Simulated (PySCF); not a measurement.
# [BiF6]− at several levels of theory

Computed with PySCF 2.14.0 (density fitting, no spin-orbit coupling) at the geometry relaxed with TPSS:

```xyz
7
[BiF6]− (singlet)
Bi    0.0062    0.0000    0.0000
F     1.4588   -0.8411    1.1873
F     0.0113    1.6744    1.1939
F    -1.4514   -0.8235    1.1932
F     1.4660    0.8284   -1.1873
F    -1.4442    0.8360   -1.1932
F    -0.0031   -1.6744   -1.1939
```

```tsv
level	basis	state	HOMO (eV)	gap (eV)	charge on Bi1 (e)	dipole about the centre of mass (D)	largest force component (eV/Å)
TPSS	Bi def2-SVP with ECP60, F def2-SVP	singlet	-3.84	3.33	1.48	0.00	0.02
CAM-B3LYP	the same	singlet	-7.51	8.46	1.62	0.00	0.64
revPBE	the same	singlet	-3.54	3.13	1.44	0.00	0.31
BP86	the same	singlet	-3.75	3.10	1.40	0.00	0.16
TPSSh	the same	singlet	-4.79	4.43	1.59	0.00	0.21
TPSS	Bi x2c-SVPall, F x2c-SVPall	singlet	-3.78	3.39	1.59	0.00	0.32
```

Charges are Mulliken's, which hang on the basis. The relaxation used the grid (50, 194), these runs (75, 302) or, all-electron (x2c bases, spin-free X2C Hamiltonian), (99, 590).

(1) What does TPSS with Bi def2-TZVP with ECP60, F def2-TZVP give here?

No frequency check is given that shows the relaxed geometry to be a minimum.

Answers

(1) state singlet, HOMO (eV) -4.53, gap (eV) 3.44, charge on Bi1 (e) 1.82, dipole about the centre of mass (D) 0.00, largest force component (eV/Å) 0.35. Time: 24 s on 2 threads of Arm Neoverse V2, on a shared host, from free ions and atoms.
